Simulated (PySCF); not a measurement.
**Correlation energy of Cd⁺ (cadmium, charge +1)**

[Kr] 4d10 5s1, 2S determinant. Calculation: PySCF 2.14, in aug-cc-pVDZ-PP with ECP28MDF (5s5p4d2f, 54 functions); scalar relativity through the core potential. Frozen: 4s2 4p6; 11 electrons correlated.

MP2 pair energies summed by pair of shells (mhartree):

```json
{"pair": "4d-4d", "energy": "-291.92", "share (%)": "88.3"}
{"pair": "4d-5s", "energy": "-38.73", "share (%)": "11.7"}
```

Total MP2 correlation energy: -330.66 mhartree.

Same-spin part -123.48 and opposite-spin part -207.17 mhartree; SCS-MP2 scales them by 1/3 and 6/5 to -289.77 mhartree.
